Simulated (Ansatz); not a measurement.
CH3Te (SMILES C[Te]) moved off its minimum; all values from Ansatz (a quantum-chemistry and plane-wave program), cores frozen in correlated methods. Open shells are unrestricted. Elements past Kr take the def2 small-core potentials, without spin–orbit coupling.
(charge 0, multiplicity 2)
```xyz
5

C     -1.64570     0.11755     0.09923
Te     0.56747    -0.09779     0.03674
H     -2.03312    -0.72080    -0.61817
H     -2.21629    -0.27582     1.08646
H     -2.25775     0.99801    -0.44571
```

Forces at wB97M-V/def2-TZVPP (eV/Å):

| atom | Fx | Fy | Fz |
|---|---|---|---|
| C1 | -3.218 | -1.513 | -0.887 |
| Te2 | -1.702 | 0.406 | 0.107 |
| H3 | 1.141 | 1.032 | 1.008 |
| H4 | 1.747 | 1.473 | -1.977 |
| H5 | 2.033 | -1.397 | 1.749 |

Give the forces (eV/Å), the total energy and the dipole at CCSD(T)/def2-TZVPPD.


| atom | Fx | Fy | Fz |
|---|---|---|---|
| C1 | -3.433 | -1.466 | -0.864 |
| Te2 | -1.362 | 0.378 | 0.101 |
| H3 | 1.110 | 0.934 | 0.925 |
| H4 | 1.700 | 1.456 | -1.878 |
| H5 | 1.985 | -1.301 | 1.717 |
Energy -306.9297 hartree, dipole 0.79 D.
